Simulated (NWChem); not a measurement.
C[O][Zn][Br] (CH₃BrOZn), optimised at PBE0/def2-SVP with NWChem:

```
Item                         Result
---------------------------  ------
highest occupied level (eV)   -7.37
orbital gap (eV)               6.18
dipole (D)                     1.38
```

All stand in one matching conformer (torsions within 35°), which need not be the lowest. For one or both, no frequency run checked for a minimum.

Q: One Br atom is replaced by F, giving C[O][Zn][F] (CH$_{3}$FOZn), optimised at the same level. How do these values move?

A: 
```tsv
quantity	new value	change
highest occupied level (eV)	-7.41	-0.04
orbital gap (eV)	6.32	+0.14
dipole (D)	1.67	+0.29
```
